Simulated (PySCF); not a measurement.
NbO2Br, SMILES [Br][Nb](=[O])=[O], multiplicity 1. Geometry: B3LYP-D3(BJ)/def2-SVP. The spin state was assumed, not searched. The def2 effective core potentials stand for the cores of Nb; spin–orbit coupling is left out.

Level of theory: B3LYP-D3(BJ)/def2-SVP run with PySCF.

Harmonic wavenumbers (cm⁻¹): 121, 147, 262, 368, 980, 1019. Rotational constants (GHz): 7.120, 1.343, 1.186; symmetry number 1.

**Question.** Work out the zero-point energy and the ideal-gas rigid-rotor harmonic-oscillator thermochemistry at 298.15 K and 1 atm.

**Answer.** ZPE = ½ Σ hcν = ½ × 2899 cm⁻¹ = 4.14 kcal/mol. H − E(el) = 7.91 kcal/mol. Entropy in cal/(mol K): translation 41.85, rotation 27.74, vibration 8.71, total 78.30. G − E(el) = -15.43 kcal/mol. Cp = 15.82 cal/(mol K). Modes under 150 cm⁻¹ make the vibrational entropy uncertain.
